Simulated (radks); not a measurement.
Question: Species: Yb1.125+. Configuration: [Kr] 4d10 4f14 5s1.875 5p6 6s1 (fractional occupations, a model configuration). Calculated with a radial shooting solver on a logarithmic mesh with Libxc functionals: Dirac Kohn-Sham, BLYP, spin-unpolarised, spherical densities, finite nucleus; Fermi nuclear charge, rms radius 5.3108 fm. Some entries of the table are withheld. Estimate them.

orbital,occ.,eigenvalue (hartree),<1/r> (bohr^-1)
1s1/2,2,-2247.779,80.62
2s1/2,2,-380.8748,19.47
2p1/2,2,(1),19.44
2p3/2,4,(2),16.69
3s1/2,2,-86.07088,7.134
3p1/2,2,(3),7.051
3p3/2,4,(4),6.345
3d3/2,4,-56.96809,(5)
3d5/2,6,-55.18303,(6)
4s1/2,2,-17.16887,2.985
4p1/2,2,-14.03616,2.876
4p3/2,4,-12.18598,2.629
4d3/2,4,-7.02949,2.406
4d5/2,6,-6.69277,2.346
5s1/2,1.875,-2.31992,1.107
5p1/2,2,-1.47212,0.9684
5p3/2,4,-1.24619,0.8805
4f5/2,6,-0.44134,(7)
4f7/2,8,-0.39281,(8)
6s1/2,1,-0.37803,0.3638

Answer: 
(1) 2p1/2 eigenvalue (hartree): -363.3703
(2) 2p3/2 eigenvalue (hartree): -324.8804
(3) 3p1/2 eigenvalue (hartree): -78.33239
(4) 3p3/2 eigenvalue (hartree): -70.16349
(5) 3d3/2 <1/r> (bohr^-1): 6.234
(6) 3d5/2 <1/r> (bohr^-1): 6.063
(7) 4f5/2 <1/r> (bohr^-1): 1.753
(8) 4f7/2 <1/r> (bohr^-1): 1.718
